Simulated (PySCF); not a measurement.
# Electron correlation in Ar³⁺ (argon, charge +3)

[Ne] 3s2 3p3, high-spin 4S determinant. Computed with PySCF 2.14 in dyall-av3z, with the non-relativistic Hamiltonian (point nucleus). Frozen: [Ne]; 5 electrons correlated; the 26 highest virtual orbitals of each spin left out.

| level | correlation energy (mhartree) |
| --- | --- |
| CCSD | -124.61 |
| (T) | -3.10 |
| CCSD(T) | -127.71 |

Diagnostics: T1 = 0.0027, D1 = 0.0073, largest double amplitude 0.054.

Problem. Is a single reference adequate?

Solution. Yes: T1 lies below 0.03 and no double amplitude reaches 0.07.
